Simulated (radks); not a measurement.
Results of a calculation; reference values are marked as such.
Task: Radial electron density D(r) = 4 pi r^2 rho(r) of an atom or ion with 36 electrons. Code: a radial shooting solver on a logarithmic mesh with Libxc functionals. Model: scalar-relativistic Kohn-Sham, LDA (Slater exchange, Perdew-Wang correlation), spin-unpolarised, spherical densities, point nucleus.

```
   r/bohr * D(r) (the largest magnitude, 53.4, reaches the edge; | marks zero)
 0.005329 |        *
 0.006994 |             *
 0.009107 |                   *
  0.01195 |                          *
  0.01569 |                                  *
  0.02043 |                                         *
  0.02682 |                                             *
  0.03492 |                                            *
  0.04584 |                                        *
  0.06016 |                                     *
  0.07834 |                                         *
   0.1028 |                                                  *
    0.135 |                                                      *
   0.1758 |                                              *
   0.2307 |                                 *
   0.3004 |                               *
   0.3943 |                                     *
   0.5175 |                                  *
   0.6739 |                     *
   0.8846 |         *
    1.152 |     *
    1.512 |     *
    1.984 |   *
    2.584 | *
    3.392 |*
    4.452 *
    5.797 *
```

What is the nuclear charge?

Result: Z = 36. The innermost maximum, from 1s, lies near gamma/Z bohr with gamma = sqrt(1 - (Z/c)^2) = 0.965, here 0.0268 bohr (found: 0.0291), and its height grows with Z. The density is that of neutral krypton in [Kr]; the configuration itself is not fixed sharply by these data, and Z only to about a unit. D(r) has 3 maxima, at r = 0.0291, 0.130, 0.431 bohr, and minima at 0.0602, 0.273 bohr, inside which lie 2.06, 11.00 electrons.
